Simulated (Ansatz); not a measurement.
Ideal-gas functions of dimethyl telluride (`C[Te]C`) at 600 K and 1 bar, from an Ansatz frequency run at PBE0-D4/def2-TZVP.

Molar mass 157.67 g/mol, point group C2v (symmetry number 2), electronic degeneracy 1, moments of inertia 59.786, 84.142, 137.461 u Å². Harmonic wavenumbers (cm⁻¹, unscaled): 120, 127, 171, 545, 551, 788, 825, 858, 902, 1250, 1266, 1448, 1456, 1458, 1464, 3072, 3075, 3176, 3176, 3176, 3181.

Use S(trans) = R[1.5 ln M + 2.5 ln T − 1.1517]; rotational temperatures θ = 24.2544 K / I; S(rot) = R[ln(√π/σ · √(T³/θAθBθC)) + 1.5]; for each mode x = 1.438777 ν̃/T, S = R[x/(eˣ − 1) − ln(1 − e⁻ˣ)] and H = RT x/(eˣ − 1); 1 cm⁻¹ = 0.0119627 kJ/mol; R = 8.31446 J/(mol·K).

**Question.** By hand: the entropy, in J/(mol·K).

**Answer.** Translation 186.5. Rotation: θ = 0.4057, 0.2883, 0.1764 K, giving 107.4. Vibration, mode by mode: 18.70, 18.23, 15.78, 6.66, 6.58, 4.16, 3.88, 3.64, 3.35, 1.74, 1.68, 1.19, 1.17, 1.16, 1.15, 0.04, 0.04, 0.04, 0.04, 0.04, 0.03, in all 89.3. Electronic 0.0. Sum 383.2 J/(mol·K).

**Question.** By hand: H − E and G − E in kJ/mol, counted from the electronic energy.

**Answer.** Zero-point energy ½ × 32085 × 0.0119627 = 191.9; thermal vibration 27.5; translation, rotation and pV give 4 RT = 20.0. H − E = 239.4 kJ/mol, and G − E = 239.4 − 600 × 383.2/1000 = 9.5 kJ/mol.

Vibration gives 23 % of the entropy, 36.9 J/(mol·K) of it from the modes under 150 cm⁻¹: soft modes count most, and the harmonic formula is weakest for them.
